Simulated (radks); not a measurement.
Excited configurations of the rubidium ion Rb15+: one electron is placed in a higher orbital outside [Ar] 3d3. The ground configuration is [Ar] 3d4. All-electron calculation, scalar-relativistic Kohn-Sham, PBE, spin-polarised, spherical densities, point nucleus; open shells are filled with parallel spins first (spin-orbit coupling, left out, can overturn this in heavy ions). Program: a radial shooting solver on a logarithmic mesh with Libxc functionals. Excitation = E - E(ground); binding = E(ion) - E, where the ion is the core of charge +16; n* = 16/sqrt(2 binding) in atomic units. These energies are relativistic, and a one-electron ion of charge +16 with no core already has n* below n in this formula (scalar-relativistic equation, point nucleus: 4s 3.994, 4p 3.997, 4d 3.999, 4f 3.999, 5s 4.994, 5p 4.996, 5d 4.998, 6s 5.994, 6d 5.998, 6f 5.999, 7s 6.994, 7d 6.998). The quantum defect is therefore taken as that value minus n*, so that it holds no relativistic shift of the bare ion.

outer orbital  excitation (eV)  binding (eV)     n*  quantum defect  eigenvalue (eV)  <r> (bohr)
4s                      215.22        336.93  3.215           0.779          -326.35      0.9877
4p                      241.89        310.26  3.351           0.646          -299.98       1.015
4d                      281.98        270.17  3.591           0.408          -260.06       1.040
4f                      319.61        232.54  3.870           0.129          -221.70       1.009
5s                      356.04        196.11  4.214           0.780          -190.79       1.687
5p                      368.28        183.87  4.352           0.644          -178.69       1.741
5d                      386.60        165.55  4.587           0.411          -160.52       1.810
6s                      423.77        128.38  5.209           0.785          -125.11       2.568
6d                      440.27        111.88  5.580           0.418          -108.81       2.761
6f                      449.08        103.07  5.813           0.186          -99.997       2.807
7d                      471.45        80.703  6.570           0.428          -78.608       3.895

Estimate the row for 7s.

Answer. excitation (eV) 461.51; binding (eV) 90.636; n* 6.199; quantum defect 0.795; eigenvalue (eV) -88.337; <r> (bohr) 3.633. The Delta-SCF ionisation energy is 552.15 eV (NIST Atomic Spectra Database: 550 eV, theoretical). Self-interaction in the functional shifts the binding energies and quantum defects, so they are the method's values and not measured ones. Open shells are spherical and high-spin; term and fine-structure splittings are not resolved.
